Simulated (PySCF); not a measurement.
Deuteron quadrupole couplings in `CC(C)C1OCOCO1`

Compound: C6H12O3.
Geometry (GFN2-xTB, Å), atoms numbered from 1 in this order:
```
atom  x, y, z in Å
C1    -1.4243   -1.0213   -1.1497
C2    -1.3148   -0.4365    0.2548
C3    -2.2502    0.7548    0.4343
C4     0.1300   -0.0173    0.5399
O5     0.5631    0.9127   -0.4241
C6     1.9038    1.2380   -0.2253
O7     2.7303    0.1091   -0.2438
C8     2.2908   -0.8117    0.7132
O9     0.9521   -1.1618    0.5343
H10   -1.1644   -0.2642   -1.8840
H11   -2.4393   -1.3642   -1.3337
H12   -0.7418   -1.8596   -1.2549
H13   -1.5553   -1.2126    0.9883
H14   -2.1939    1.1441    1.4485
H15   -1.9747    1.5453   -0.2585
H16   -3.2753    0.4539    0.2349
H17    0.2070    0.4619    1.5445
H18    2.2117    1.8830   -1.0491
H19    2.0196    1.7637    0.7479
H20    2.8860   -1.7179    0.5939
H21    2.4310   -0.3826    1.7293
```

Level: PBE0/pcSseg-1 (PySCF, non-relativistic); Q(2H) = 0.00286 b; rigid geometry, the same for H and D, with no vibrational averaging.

Question: Rank these positions by the coupling χzz of a deuteron there, largest first.
A. H10 (methyl hydrogen)
B. H13 (methine hydrogen)
C. H21 (methylene hydrogen)
D. H17 (methine hydrogen)

Answer: A (212 kHz), B (199 kHz), C (173 kHz), D (169 kHz).

Give the electric field gradient Vzz (the principal value of largest size), its asymmetry and the 2H coupling at each hydrogen.

```csv
atom,bonded to,bond length (Å),Vzz (au),η,χzz (kHz)
H10,C1,1.086,0.3150,0.02,212
H11,C1,1.087,0.3178,0.02,214
H12,C1,1.086,0.3155,0.02,212
H13,C2,1.095,0.2957,0.02,199
H14,C3,1.088,0.3158,0.02,212
H15,C3,1.087,0.3137,0.02,211
H16,C3,1.087,0.3172,0.02,213
H17,C4,1.116,0.2510,0.01,169
H18,C6,1.091,0.2925,0.04,197
H19,C6,1.112,0.2569,0.02,173
H20,C8,1.091,0.2925,0.04,197
H21,C8,1.112,0.2573,0.02,173
```

How does χzz go with the bond length over the 12 C–H bonds?

A straight-line fit has a slope of -14.8 kHz for each 0.01 Å, with a correlation coefficient of -0.98, over lengths from 1.086 to 1.116 Å. The longer bonds have the smaller couplings here.

Give the 2H NMR doublet splittings at H12 for a magnetic field along the z, y and x axes of the gradient: 3χ/2, 3χ(1 + η)/4, 3χ(1 − η)/4.

With |χ| = 212.0 kHz and η = 0.016: 318, 162 and 156 kHz, to first order and without motion.

Isolated species at its GFN2-xTB geometry (one conformer only). GFN2-xTB bond lengths can be off by several hundredths of an ångström, more for odd bonds, and the gradients follow them. With so small a basis the couplings can be 20 % off.
